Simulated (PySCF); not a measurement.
Cd(I)(SH) (CdHIS), SMILES [SH][Cd][I]. Atoms are numbered in the order given.

```xyz
4

Cd     0.0104     0.8334     0.0000
I     -0.0050    -1.7813     0.0000
S      0.0650     3.1944     0.0000
H     -1.2762     3.2996     0.0000
```

The structure is a stationary point at B3LYP-D3(BJ)/def2-TZVP. The def2 effective core potentials stand for the cores of Cd, I; spin–orbit coupling is left out. Other conformers were not sampled.

The numbers are results of TDA-CAM-B3LYP/def2-SVPD (PySCF), not measurements.

Vertical excitations. Isolated molecule, no solvent. State labels are in the subgroup Cs.

Task: Give excitation energies, oscillator strengths and character. (The exact figures need the calculation; the answer reports its results.)

Result: 
```csv
state,symmetry,energy (eV),λ (nm),f,main pairs
S1,A",4.26,291,0.003,HOMO→LUMO 95 %
S2,A',4.59,270,0.016,HOMO−1→LUMO 97 %
S3,A",4.71,263,0.035,HOMO−2→LUMO 95 %
S4,A",5.44,228,0.000,HOMO→LUMO+1 92 %
S5,A',5.63,220,0.094,"HOMO−3→LUMO 45 %, HOMO→LUMO+2 44 %, HOMO−1→LUMO+1 7 %"
S6,A',5.87,211,0.001,"HOMO−1→LUMO+1 71 %, HOMO→LUMO+2 20 %"
S7,A",5.87,211,0.000,HOMO−2→LUMO+1 90 %
S8,A",6.08,204,0.000,HOMO−1→LUMO+2 97 %
S9,A',6.31,196,0.003,"HOMO−2→LUMO+2 71 %, HOMO−4→LUMO 23 %"
S10,A",6.33,196,0.020,"HOMO→LUMO+3 41 %, HOMO−2→LUMO+3 18 %, HOMO→LUMO+4 17 %, HOMO−2→LUMO+4 9 %"
T1,A",3.89,319,0,HOMO→LUMO 92 %
T2,A',4.23,293,0,HOMO−1→LUMO 96 %
T3,A",4.31,288,0,HOMO−2→LUMO 91 %
T4,A',4.71,263,0,HOMO−3→LUMO 95 %
```
Triplets are in the Tamm–Dancoff approximation.
